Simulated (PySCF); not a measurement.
## Exercise with solution: chemical shift, span and skew from a shielding tensor

B(F)(Me)(NH2) (CH5BFN), SMILES NB(F)C. Atoms are numbered in the order given.

```xyz
9

B      0.0315    -0.0508     0.0000
F      1.3456    -0.3754     0.0000
C     -0.3697     1.4754     0.0000
H      0.0602     1.9767    -0.8835
H     -1.4569     1.6471     0.0000
H      0.0602     1.9767     0.8835
N     -0.8893    -1.1100     0.0000
H     -1.8902    -0.9704     0.0000
H     -0.5983    -2.0800     0.0000
```

The structure is a stationary point at ωB97X-D3(BJ)/def2-SVP. One conformer was computed; it need not be the lowest.

GIAO shieldings from PBE0/pcSseg-1 (PySCF), non-relativistic, no solvent. The symmetric part of the tensor of C3 has the principal values 181.0, 181.8, 193.6 ppm. The same nucleus in TMS has σ = 186.3 ppm at this level (PySCF, at its B3LYP-D3(BJ)/def2-TZVP geometry).

Task: Work out the isotropic shielding, the ¹³C shift against TMS, the span and the skew.

Result: 
σ(iso) = (σ11 + σ22 + σ33)/3 = 185.5 ppm. δ = σ(ref) − σ(iso) = 186.3 − (185.5) = 0.8 ppm.
Span Ω = σ33 − σ11 = 12.6 ppm. Skew κ = 3(σ(iso) − σ22)/Ω = 0.87. Tumbling in solution averages the tensor to δ; in a static solid the shielding alone would spread this spin-1/2 line over Ω.
